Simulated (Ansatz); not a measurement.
Gas-phase electronic energies from Ansatz, PBE0-D4/def2-TZVP geometries. CCSD(T)/CBS is the MP2 limit (def2-TZVPP, def2-QZVPP) plus CCSD(T) − MP2 in def2-TZVPP, frozen cores. Functionals use def2-TZVPP. HSE06 is defined as in plane-wave codes. Elements past krypton have def2 core potentials. For As, Sn outer-core shells are correlated without core-valence functions, which leaves a few kJ/mol of doubt a bond. Scalar relativity is left out up to krypton.

Consider the cleavage of the Si–As bond: `[SiH3][AsH2]` + `[OH][SnH3]` → `[SiH3][O][SnH3]` + `[AsH3]`.

| species | HSE06-D4 energy (Eh) |
| --- | --- |
| `[SiH3][AsH2]` | -2527.97502 |
| `[OH][SnH3]` | -291.86811 |
| `[SiH3][O][SnH3]` | -582.47891 |
| `[AsH3]` | -2237.38769 |

(1) Work out ΔE.

Largest T1 diagnostic among the species: 0.014.

## Answers

(1) ΔE = (-582.47891) + (-2237.38769) − (-2527.97502) − (-291.86811) = -0.02347 Eh = -61.6 kJ/mol. CCSD(T)/CBS gives -75.9 kJ/mol.

At CCSD(T), def2-SVP lies −6.5 kJ/mol from the extrapolated value and def2-TZVPP −2.2 kJ/mol. From PBE to PBE0 (25 % exact exchange), in def2-TZVPP and without D4, ΔE moves by −6.9 kJ/mol.
